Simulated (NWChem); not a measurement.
Molecule: HfNH$_{2}$Cl$_{3}$; SMILES [NH2][Hf]([Cl])([Cl])[Cl]

```xyz
7

Hf    -0.0207     0.1204     0.0000
Cl     2.2514    -0.4940     0.0000
Cl    -1.0462    -0.6019    -1.9843
Cl    -1.0462    -0.6019     1.9843
N     -0.1322     2.1117     0.0000
H     -0.1445     2.7048    -0.8285
H     -0.1445     2.7048     0.8285
```
Atoms are numbered in this order, from 1.

Computed with NWChem. Geometry: optimised at PBE0/def2-SVP. No frequency run checked for a minimum. def2 effective core potentials on Hf; no spin-orbit coupling. Total energies compare along this basis series because the functional is fixed.

```tsv
level	basis functions	energy (Ha)	highest occupied level (eV)	orbital gap (eV)	dipole (D)	relative time
Hartree-Fock/def2-SVP	110	-1481.4143	-11.73	13.70	2.87	1
Hartree-Fock/def2-SVPD	152	-1481.4373	-11.79	13.09	2.72	2
Hartree-Fock/def2-TZVP	194	-1481.9646	-11.68	13.56	2.66	3
Hartree-Fock/def2-TZVPD	236	-1481.9667	-11.68	12.78	2.58	6
Hartree-Fock/def2-TZVPP	241	-1481.9709	-11.67	13.56	2.63	6
```

Relative times are rough (shared machine, one core).
